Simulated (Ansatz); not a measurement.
Al4H4⁻. Charge -1, multiplicity 2. Geometry PBE-D4/def2-SVPD.

```
atom   x (Å)   y (Å)   z (Å)
 Al1   0.815  -0.830  -1.369
 Al2  -0.173   1.079   0.273
 Al3  -0.155  -1.515   0.776
 Al4  -1.272   0.286   2.573
  H5   0.374   1.121   1.955
  H6   1.235  -1.044  -2.930
  H7  -0.133   2.614  -0.262
  H8  -0.690  -1.713  -1.014
```

HSE06 is defined as in plane-wave codes, on full-range PBE exchange. At PBE-D4/def2-TZVPD the highest occupied level of the charge -1 doublet lies above zero (up to 0.09 eV). The electron is either unbound and held by the finite basis, or the level is raised by self-interaction error. Another isomer (doublet) lies 0.05 eV lower at PBE0-D4/def2-TZVPD; other spin states weren't run for this one.

(1) Estimate the α-spin orbital energies around the gap (eV) in Ansatz with PBE-D4/def2-TZVPD, r2SCAN-D4/def2-TZVPD, PBE0-D4/def2-TZVPD, HSE06-D4/def2-TZVPD.

## Answers

(1) 
```
orbital  PBE-D4/def2-TZVPD  r2SCAN-D4/def2-TZVPD  PBE0-D4/def2-TZVPD  HSE06-D4/def2-TZVPD
 HOMO−9             -64.37                -66.26              -69.19               -68.78
 HOMO−8              -7.74                 -8.26               -9.42                -8.98
 HOMO−7              -6.41                 -6.88               -7.94                -7.51
 HOMO−6              -4.64                 -5.01               -5.96                -5.54
 HOMO−5              -4.19                 -4.55               -5.48                -5.07
 HOMO−4              -2.53                 -2.79               -3.54                -3.16
 HOMO−3              -2.41                 -2.65               -3.41                -3.01
 HOMO−2              -1.45                 -1.63               -2.27                -1.89
 HOMO−1              -0.72                 -0.82               -1.42                -1.07
   HOMO               0.09                 -0.14               -0.58                -0.22
   LUMO               1.32                  1.40                1.90                 1.56
 LUMO+1               1.69                  1.84                2.29                 1.94
 LUMO+2               2.11                  2.28                2.69                 2.36
 LUMO+3               2.49                  2.89                2.98                 2.68
 LUMO+4               2.69                  2.98                3.13                 2.85
 LUMO+5               2.76                  3.24                3.35                 3.00
 β HOMO              -0.54                 -0.62               -1.18                -0.83
 β LUMO               0.75                  0.96                1.38                 1.03
```
